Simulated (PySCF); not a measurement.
AlH₉Si₃.

```xyz
13

Al    -0.0029    -0.0022     0.0023
Si     2.3171    -0.4041    -0.7297
H      2.7171    -1.8462    -0.5276
H      3.2529     0.4316     0.1145
H      2.5750    -0.0503    -2.1729
Si    -0.7820    -0.8757     2.1724
H     -1.7851    -1.9812     1.9324
H     -1.4923     0.1934     2.9681
H      0.3161    -1.4427     3.0365
Si    -1.5340     1.2807    -1.4434
H     -2.9072     1.4908    -0.8570
H     -1.7050     0.5779    -2.7702
H     -0.9507     2.6420    -1.7433
```

Geometry: PBE-D3(BJ)/def2-SVP. The structure was generated by enumeration; whether it is a known compound was not checked.

The numbers are results of HF/pcSseg-1 run with PySCF, not measurements. Non-relativistic, no solvent.

Give the absolute GIAO shielding of each atom: isotropic value and principal components (ppm). (An estimate is asked for; the answer gives what the named calculation found.)


```tsv
atom	σ(iso)	σ11	σ22	σ33	span
Al1	181.0	50.9	52.0	440.0	389.0
Si2	501.1	491.7	499.5	512.2	20.5
H3	28.2	25.1	26.5	33.1	8.0
H4	28.3	25.5	26.4	33.1	7.6
H5	28.2	24.9	26.5	33.2	8.3
Si6	501.0	491.5	499.3	512.3	20.8
H7	28.3	25.4	26.4	33.1	7.7
H8	28.2	25.1	26.5	33.1	8.0
H9	28.2	25.0	26.5	33.3	8.3
Si10	501.2	493.9	496.4	513.1	19.2
H11	28.2	25.0	26.5	33.3	8.3
H12	28.3	25.3	26.4	33.1	7.8
H13	28.3	25.3	26.5	33.1	7.9
```
